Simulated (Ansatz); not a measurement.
Basis-set extrapolation for `C=C=C(O)[SiH3]` (PBE0-D4/def2-TZVP geometry, frozen core, Ansatz 0.2.0). Multiplicity 1, RHF reference.

|  | def2-TZVPP | def2-QZVPP |
| --- | --- | --- |
| HF | -480.904735 | -480.922271 |
| MP2 correlation | -0.832823 | -0.891604 |
| CCSD(T) correlation | -0.912536 | not run |

Energies in hartree. Use E(X) = E(∞) + A·exp(−7.88·√X) for Hartree–Fock and E(X) = E(∞) + B·X^(−2.97) for correlation, with X = 3 and 4, and add CCSD(T) minus MP2 of the smaller set to the MP2 limit.

Q: What is the CCSD(T) energy at the basis-set limit?

A: HF limit: -480.922271 + (-0.017536) × 0.13774 = -480.92469. MP2 limit: -0.891604 + (-0.058781) × 0.74074 = -0.93515. Higher-order term: -0.912536 − (-0.832823) = -0.07971. Total: -481.93955 hartree, 321.0 kJ/mol below CCSD(T)/def2-TZVPP.
